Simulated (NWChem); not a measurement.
# SiHCl, singlet; SMILES Cl[SiH]

Program: NWChem. Low-valent species are run as closed-shell singlets; no triplet was tried in these runs. The geometry was optimised at B3LYP/6-31G* (spherical d). Core excitations by TDA in a window of 1s orbitals, non-relativistic and unshifted: absolute energies depend strongly on the exact-exchange share.

| level | first 1s excitation (eV) | dipole oscillator strength of the first |
|---|---|---|
| Cl K edge, PBE/def2-TZVP | 2735.4 | 0.0012 |
| Cl K edge, B3LYP/cc-pVTZ | 2758.9 | 0.0013 |
| Si K edge, B3LYP/def2-TZVP | 1795.0 | 0.0076 |
| Si K edge, PBE/def2-TZVP | ___ | ___ |

Task: Some entries are withheld; supply them.

Result: 
- Si K edge, PBE/def2-TZVP, first 1s excitation (eV): 1777.5
- Si K edge, PBE/def2-TZVP, dipole oscillator strength of the first: 0.0057
